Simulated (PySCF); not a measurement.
IrSe₂, doublet: data card

All numbers come from PySCF, UwB97X, basis Ir def2-SVP with ECP60, Se def2-SVP (scalar-relativistic core potentials, no spin–orbit coupling, density fitting).

The structure is a minimum.

- Point group: C2v
- Bond lengths: Ir–Se 2.174 Å (×2)
- Bond angles: Se–Ir–Se 125.9°
- Rotational symmetry number: 2
- Principal polarisabilities: 63.8, 64.2, 152.5 bohr³
- Atomisation energy without zero-point energy: 592 kJ/mol
- Lowest empty level (β): -2.52 eV
- Dipole moment: 0.50 D
- Heat capacity Cp at 298.15 K: 54.3 J/(mol K)
- Spin squared ⟨S²⟩: 0.804
- Rotational constants: 0.1973, 0.02813, 0.02462 cm⁻¹
- Enthalpy at 298.15 K above 0 K: 13.70 kJ/mol
- Entropy at 298.15 K and 1 bar (electronic part: spin only): 327.6 J/(mol K)
- Principal quadrupole moments (Buckingham, traceless) about the centre of mass: -4.71, 0.39, 4.32 D Å
- Zero-point energy: 4.9 kJ/mol
- Highest occupied level (β): -8.85 eV

Harmonic modes (masses in u: Ir 192.963, Se 79.917):
| symmetry | ω (cm⁻¹) | IR (km/mol) | type |
| --- | --- | --- | --- |
| a1 | 85 | 0.0 | bend |
| a1 | 359 | 1.5 | stretch |
| b2 | 384 | 31.2 | stretch |

In C2v the vibrations span 2a1 + b2. Here b1 is antisymmetric to the molecular plane and b2 lies in it.

Charges (e):
```
 atom  Mulliken  Löwdin  polar tensor  spin (Mulliken)  Mayer order to Ir1
  Ir1      0.18   -0.52          0.64             0.49                   –
Se2,3     -0.09    0.26         -0.32             0.25                2.05
```
Other Mayer orders above 0.3: Se–Se 0.51.

Mulliken populations on Ir1 (electrons outside its core potential): s 2.86, p 6.36, d 7.57, f 0.02.

Outer orbital energies (eV). α occupied: -13.17, -12.33, -12.24, -11.50, -10.33, -10.03, -9.24, -8.97; empty: -2.49, -1.84, 0.94, 2.55. β occupied: -13.71, -13.02, -12.19, -11.31, -11.08, -9.87, -9.57, -8.85; empty: -2.52, -2.30, -1.53, 1.10.

Formally Ir is in oxidation state +4, d5, with 1 unpaired electron (the high-spin count would be 5). The Mulliken spin on Ir is 0.49, so most of the spin sits on the ligands and the formal count fails. The polar-tensor charge on Ir, 0.64, is far below the formal one.

Only a few start shapes were tried, so a lower isomer may exist. With open d or f shells other occupations or spin states may lie lower. No spin–orbit coupling is included, which matters more the heavier the element.

The final relaxation and frequency run took 3.4 min on 4 threads of a shared Intel Xeon @ 2.50GHz (Skylake/Cascade Lake) host, with 96 basis functions and 11 gradients; the process peaked at 0.97 GiB.
